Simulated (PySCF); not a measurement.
C2H5NO2Si, SMILES O[Si@H]1OCN=C1.

Geometry: B3LYP-D3(BJ)/def2-SVP. The structure was generated by enumeration; whether it is a known compound was not checked. The values are those of a single conformer.

Two levels are set side by side: TDA-PBE/def2-SVPD (PySCF) and TDA-LC-ωPBE/def2-SVPD (PySCF). Vertical, same geometry. The lowest singlet is HOMO→LUMO 99 % with PBE and HOMO→LUMO 87 % with the other functional; states are paired by order. Differences are taken from unrounded values.

```tsv
quantity	TDA-LC-ωPBE
lowest singlet excitation (eV)	4.69
lowest triplet excitation (TDA) (eV)	3.70
first bright state (f over 0.05) (eV)	7.14
its oscillator strength	0.14
```

Task: What does TDA-PBE give, and how far is it from TDA-LC-ωPBE? (Estimate from the structure and the level; the computed values follow.)

Result: 
```
quantity                               TDA-PBE  TDA-PBE minus TDA-LC-ωPBE
-------------------------------------  -------  -------------------------
lowest singlet excitation (eV)            4.26                      -0.43
lowest triplet excitation (TDA) (eV)      3.44                      -0.26
first bright state (f over 0.05) (eV)     5.15                      -1.99
its oscillator strength                   0.05                      -0.08
```

Functionals without exact exchange tend to place singlet excitations lower, as here. Differences between two approximate levels are no errors against the true value.

Rough cost on one machine, each run with all the roots and properties that it gave: TDA-LC-ωPBE against TDA-PBE about 3 times.
